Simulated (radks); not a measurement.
Problem. All-electron atom: the lanthanum ion La11+ in [Kr] 4d10. All-electron calculation, Dirac Kohn-Sham, BLYP, spin-unpolarised, spherical densities, point nucleus. Program: a radial shooting solver on a logarithmic mesh with Libxc functionals. Some entries of the table are withheld. Estimate them.

| orbital | occ. | eigenvalue (eV) | <r^2> (bohr^2) | <1/r> (bohr^-1) |
|---|---|---|---|---|
| 1s1/2 | 2 | -38896.31 | 0.0008535 | 62.03 |
| 2s1/2 | 2 | -6330.446 | (1) | 14.59 |
| 2p1/2 | 2 | -5980.478 | (2) | 14.58 |
| 2p3/2 | 4 | -5567.003 | (3) | 13.25 |
| 3s1/2 | 2 | -1483.807 | 0.09274 | 5.257 |
| 3p1/2 | 2 | (4) | 0.08756 | 5.170 |
| 3p3/2 | 4 | (5) | 0.09517 | 4.841 |
| 3d3/2 | 4 | (6) | 0.07826 | 4.704 |
| 3d5/2 | 6 | (7) | 0.08042 | 4.621 |
| 4s1/2 | 2 | -427.2168 | 0.4752 | 2.189 |
| 4p1/2 | 2 | -372.5604 | 0.5058 | (8) |
| 4p3/2 | 4 | -354.9844 | 0.5447 | (9) |
| 4d3/2 | 4 | -264.7983 | 0.6321 | 1.786 |
| 4d5/2 | 6 | -261.6511 | 0.6461 | 1.760 |

Solution. 
(1) 2s1/2 <r^2> (bohr^2): 0.01356
(2) 2p1/2 <r^2> (bohr^2): 0.009955
(3) 2p3/2 <r^2> (bohr^2): 0.01122
(4) 3p1/2 eigenvalue (eV): -1336.234
(5) 3p3/2 eigenvalue (eV): -1255.552
(6) 3d3/2 eigenvalue (eV): -997.0121
(7) 3d5/2 eigenvalue (eV): -979.7358
(8) 4p1/2 <1/r> (bohr^-1): 2.090
(9) 4p3/2 <1/r> (bohr^-1): 1.985
